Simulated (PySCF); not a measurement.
## UHF on Ar (argon, neutral)

Configuration: [Ar], closed-shell 1S. All numbers are calculated (PySCF 2.14, no relativity, point nucleus, in aug-cc-pV(Q+d)Z (7s6p5d3f2g, 89 functions)).

- Total energy: -526.816805 hartree
- One-electron energy: -728.2374 hartree
- Hartree (Coulomb) energy: 231.6053 hartree
- Exchange energy: -30.1847 hartree
- Kinetic energy: 526.81316 hartree
- ⟨S²⟩: 0.0000
- ⟨L²⟩: 0.000
- Sum of ⟨r⟩: 16.07 bohr
- Sum of ⟨r²⟩: 26.04 bohr²
- Density at the nucleus (Gaussians lack the cusp): 3800 bohr⁻³
- Langevin diamagnetic susceptibility: -20.6 ×10⁻⁶ cm³/mol

```json
{"shell": "1s", "electrons": "2", "mean orbital energy (eV)": "-3227.6", "rms radius, mean of both spins (bohr)": "0.0998"}
{"shell": "2s", "electrons": "2", "mean orbital energy (eV)": "-335.31", "rms radius, mean of both spins (bohr)": "0.449"}
{"shell": "2p", "electrons": "6", "mean orbital energy (eV)": "-260.46", "rms radius, mean of both spins (bohr)": "0.418"}
{"shell": "3s", "electrons": "2", "mean orbital energy (eV)": "-34.761", "rms radius, mean of both spins (bohr)": "1.53"}
{"shell": "3p", "electrons": "6", "mean orbital energy (eV)": "-16.084", "rms radius, mean of both spins (bohr)": "1.82"}
```

Spin-orbit constants ζ (cm⁻¹) from the X2C one-electron operator on these orbitals (non-relativistic here): bare nucleus, nucleus screened by l(l+1)(2l+1)/3 electrons, and screened by the Breit-Pauli mean field of the electrons.

```tsv
shell	bare	screened nucleus	mean field
2p	12880	11450	10790
3p	927.7	824.7	766.9
```
